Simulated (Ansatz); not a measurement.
Reaction (formal hydrolysis of the Al–Si bond): `N[SiH2][Al]([NH2])[F]` + H₂O → `[NH2][Al]([OH])[F]` + `N[SiH3]`

Isolated molecules relaxed with PBE0-D4/def2-TZVP in Ansatz; ΔE leaves out vibrations. CBS: MP2 limit from def2 TZ/QZ plus the TZ coupled-cluster correction, frozen cores. This one scheme is used for every species. DFT in def2-TZVPP. B3LYP here is the variant with VWN-RPA as its local correlation; programs differ in this. One conformer a species, not always the lowest.

Task: Is it downhill or uphill in electronic energy at CCSD(T)/CBS, and by how much? (An estimate is asked.)

Result: The calculation gave: Downhill: ΔE = -1.34 eV.

Task: What do these levels give: PBE, B3LYP, MP2/def2-TZVPP, HF/def2-QZVPP, MP2/def2-QZVPP, MP2/CBS(def2)? (An estimate is asked.)

Result: Computed: PBE -1.13, B3LYP -1.39, MP2/def2-TZVPP -1.45, HF/def2-QZVPP -1.60, MP2/def2-QZVPP -1.44, MP2/CBS(def2) -1.43 eV.

Largest T1 diagnostic among the species: 0.012.

In def2-TZVPP, CCSD(T) changes the Hartree–Fock value by +0.23 eV (the triples alone add +0.04 eV) and MP2 by +0.13 eV. The D4 term adds +0.05 eV with B3LYP and +0.03 eV with PBE0; it sums over pairs of atoms, weighted by their polarisabilities, and B3LYP, whose exchange is more repulsive, gets the larger term.
